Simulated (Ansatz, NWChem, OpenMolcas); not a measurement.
**How basis sets differ on BSiH4O2F (SMILES OB(F)O[SiH3])**

The species is BSiH4O2F (9 atoms), meant as a singlet with charge 0. As SMILES, `OB(F)O[SiH3]`. The coordinates come from a PBE0-D4/def2-TZVP relaxation. This is one conformer, not always the lowest.

Quantity: the HOMO–LUMO gap, in eV. The values are calculated.

```csv
level,kind,program,value (eV)
HF/ANO-RCC-MB (DKH2),Hartree–Fock,OpenMolcas,18.76
HF/ANO-XS-MB (DKH2),Hartree–Fock,OpenMolcas,18.29
HF/STO-3G,Hartree–Fock,NWChem,20.05
HF/3-21G,Hartree–Fock,Ansatz,16.81
HF/6-31G* (spherical functions),Hartree–Fock,Ansatz,16.43
HF/def2-SVP,Hartree–Fock,Ansatz,16.83
```

The values span 16.43 to 20.05 eV. A Hartree–Fock LUMO above zero doesn't converge with the basis: it sinks as sets grow more diffuse. Orbital gaps aren't excitation energies.
